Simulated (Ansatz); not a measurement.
Reaction (hydrogenolysis of the Si–O bond): `CN[SiH](Cl)OC` + H₂ → `CN[SiH2]Cl` + CH₃OH

Gas-phase electronic energies from Ansatz, PBE0-D4/def2-TZVP geometries. CBS: MP2 limit from def2 TZ/QZ plus the TZ coupled-cluster correction, frozen cores. This one scheme is used for every species. DFT in def2-TZVPP. B3LYP here is the variant with VWN-RPA as its local correlation; programs differ in this. One conformer a species, not always the lowest.

**Question.** Is it downhill or uphill in electronic energy at CCSD(T)/CBS, and by how much? (Best estimate.)

**Answer.** Computed: Uphill: ΔE = +0.97 eV.

**Question.** What do these levels give: PBE-D4, r2SCAN-D4, ωB97M-V, PBE, PBE0, B3LYP, MP2/def2-TZVPP, SCS-MP2/def2-TZVPP, CCSD/def2-TZVPP, HF/def2-QZVPP, MP2/def2-QZVPP, HF/CBS(def2)? (An estimate is asked.)

**Answer.** Computed: PBE-D4 0.89, r2SCAN-D4 1.00, ωB97M-V 0.97, PBE 0.80, PBE0 0.82, B3LYP 0.85, MP2/def2-TZVPP 1.02, SCS-MP2/def2-TZVPP 0.97, CCSD/def2-TZVPP 0.91, HF/def2-QZVPP 0.84, MP2/def2-QZVPP 1.03, HF/CBS(def2) 0.84 eV.

Largest T1 diagnostic among the species: 0.010.

The D4 term adds +0.13 eV with B3LYP and +0.07 eV with PBE0; it sums over pairs of atoms, weighted by their polarisabilities, and B3LYP, whose exchange is more repulsive, gets the larger term. In def2-TZVPP, CCSD(T) changes the Hartree–Fock value by +0.12 eV (the triples alone add +0.03 eV) and MP2 by +0.19 eV.
